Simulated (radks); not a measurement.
Values are calculated unless marked as measured or tabulated.
Task: These are the eigenvalues of the occupied orbitals of an atom or ion with whole-number occupations (eV). Level of theory: scalar-relativistic Kohn-Sham, PBE, spin-unpolarised, spherical densities, point nucleus (a radial shooting solver on a logarithmic mesh with Libxc functionals).

orbital  eigenvalue
1s        -60292.14
2s        -11002.70
2p        -9831.132
3s        -3227.757
3p        -2872.674
3d        -2439.253
4s        -1326.764
4p        -1199.207
4d        -1034.574
4f        -860.1222

Which element is it, and in what charge state? The configuration may be excited.

Result: Z = 69, thulium, charge +28: Tm28+ in [Ar] 3d10 4s1 4p6 4d5 4f1. The list shows which subshells hold electrons but not how many an open one holds; the 1s level, -2215.7 hartree, gives Z - s = 66.6 by -(Z - s)^2/2, which with screening and relativity narrows Z to a few neighbours, and the depths of the outer levels then fix element, charge and occupations together.
